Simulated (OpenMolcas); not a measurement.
Si²⁺: effect of the basis set

| Property | Result |
| --- | --- |
| Program | OpenMolcas 26.06 |
| Method | SS-CASPT2, IPEA 0.25 Eh, imaginary shift 0.1 Eh (closed shells correlated: 2s 2p) |
| Active space | 2 electrons in 8 orbitals (3s 3p 4s 4p) |
| State averaging | 2S+1 = 3 even, 3 roots; 2S+1 = 1 even, 7 roots; 2S+1 = 3 odd, 3 roots; 2S+1 = 1 odd, 3 roots |
| Spin-orbit coupling | state interaction with AMFI integrals over the reference wave functions, term energies averaged over their components |

A. ANO-RCC-VTZP [5s4p2d1f], DKH2, point nucleus; CASPT2 step about 2.6 core-seconds
B. ANO-R2 [5s4p3d1f], X2C, finite nucleus; CASPT2 step about 2.9 core-seconds
C. ANO-RCC-VQZP [6s5p3d2f1g], DKH2, point nucleus; CASPT2 step about 6 core-seconds
D. ANO-RCC [8s7p5d4f2g], DKH2, point nucleus; CASPT2 step roughly 12 core-seconds

Energies in cm-1 above 3s2 1S0, the measured ground level; measured values from NIST levels in Kelleher and Podobedova, J. Phys. Chem. Ref. Data 37, 1285 (2008).

```
      Level      A      B      C      D  Measured
    3s2 1S0    0.0    0.0    0.0    0.0       0.0
3s 3p 3P* 0  52018  52121  52147  52620     52725
3s 3p 3P* 1  52125  52230  52256  52731     52853
3s 3p 3P* 2  52341  52451  52476  52953     53115
3s 3p 1P* 1  85047  84245  84301  83896     82884
```

Deviations, from unrounded energies. A percentage is the sum of absolute deviations over the sum of measured energies, with the sign that they share, or ± where signs differ.

```json
{"Against measurement": "mean absolute deviation (cm-1)", "Levels": "4", "A": "1100", "B": "810", "C": "810", "D": "350"}
{"Against measurement": "other configurations (%)", "Levels": "4", "A": "±1.8", "B": "±1.3", "C": "±1.3", "D": "±0.6"}
```

D lies closest to measurement on these levels and A furthest from it. The largest miss of D in the table is 3s 3p 1P* 1, by +1000 cm-1. The ranking rests on the paired levels alone, and a cruder setting can come out closer through cancelling errors.

Among A to D the level of the table that moves most is 3s 3p 1P* 1, by 1200 cm-1 (lowest in D, highest in A).

Over all roots computed the reference weight is 0.90 to 1.00 in A, 0.89 to 0.99 in B, 0.90 to 0.99 in C, 0.89 to 0.99 in D; the roots of lowest weight are the least certain, and an intruder state may touch them. The run also gave levels led by 3s 4s, which use shells meant for correlation; these and all levels above them are left out (holds for A; C; D). Active for correlation alone: 4p 4s; no level in the range computed is led by a configuration that fills them, so any true level of that kind is missing (holds for B). Computed and measured levels are paired by configuration, term and J; levels that our copy of the source lacks, or whose pairing is in doubt (as where it misses far off the trend of its configuration), stay unpaired and out of the deviations. Only configurations of the active space appear. Levels that lie high or do not pair safely by name in every column are left out.

* marks odd parity.
